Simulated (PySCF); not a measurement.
This PySCF input asks for the NMR shieldings of `C#CC1=CS[C@H](F)CCB1`, C₇H₈BFS; the geometry comes from GFN2-xTB.

```python
import basis_set_exchange as bse
import numpy as np
from pyscf import gto, dft
from pyscf.prop import nmr

atoms = """
C     3.845214   -0.243739    0.277787
C     2.669997   -0.026705    0.161854
C     1.270140    0.202428    0.025020
C     0.883784    1.449267    0.395585
S    -0.627120    2.277451    0.319870
C    -1.773323    1.032979   -0.400867
F    -2.986453    1.653152   -0.507814
C    -1.871406   -0.232293    0.438516
C    -1.029715   -1.342929   -0.186443
B     0.484385   -1.019195   -0.495624
H     4.872523   -0.432847    0.371883
H     1.626298    2.143164    0.772159
H    -1.429598    0.821243   -1.421245
H    -1.538452   -0.028916    1.457875
H    -2.925195   -0.521433    0.484989
H    -1.045301   -2.205442    0.487473
H    -1.523889   -1.692666   -1.097730
H     1.089352   -1.827203   -1.094945
"""
names = dict.fromkeys(["C", "S", "F", "B", "H"], "pcSseg-1")
basis = {el: gto.basis.parse(bse.get_basis(n, elements=[el], fmt="nwchem")) for el, n in names.items()}
mol = gto.M(atom=atoms, basis=basis, charge=0, verbose=0)
mf = dft.RKS(mol, xc="PBE0")
mf.grids.level = 2
mf.grids.alignment = dft.numint.BLKSIZE   # the property module wants whole blocks of grid points
mf.conv_tol = 1e-9
mf.kernel()

calc = nmr.RKS(mf)   # GIAO
C = mf.mo_coeff
Co = C[:, mf.mo_occ > 0]
resp = mf.gen_response(singlet=True, hermi=2)
def vind(x):   # induced exchange potential for any number of trial vectors
    d = np.einsum("pi,xij,qj->xpq", C, 2 * x.reshape(-1, C.shape[1], Co.shape[1]), Co, optimize=True)
    return np.einsum("xpq,pi,qj->xij", resp(d - d.transpose(0, 2, 1)), C, Co, optimize=True).ravel()
mo1, _ = nmr.rhf.solve_mo1(calc, with_cphf=vind)
sigma = calc.kernel(mo1)
for i, s in enumerate(sigma):   # ppm
    print("%2d %-2s %9.2f" % (i, mol.atom_pure_symbol(i), np.trace(s) / 3))
```

Problem. What are the results?

Solution. 
```
 0 C     103.39
 1 C      94.37
 2 C      60.24
 3 C      21.03
 4 S     304.85
 5 C      79.06
 6 F     354.14
 7 C     141.44
 8 C     154.85
 9 B      26.02
10 H      29.08
11 H      24.05
12 H      26.39
13 H      29.17
14 H      28.96
15 H      30.21
16 H      29.55
17 H      24.61
```

These numbers come from an equivalent density-fitted implementation of the same equations, which agrees with the script to about 0.01 ppm for H and up to a few tenths of a ppm for heavy atoms, so last digits may differ.

Size and cost of the density-fitted run: 217 basis functions, 90 s wall time on 1 thread of an Arm Neoverse N1, shared host; peak memory 0.94 GiB.
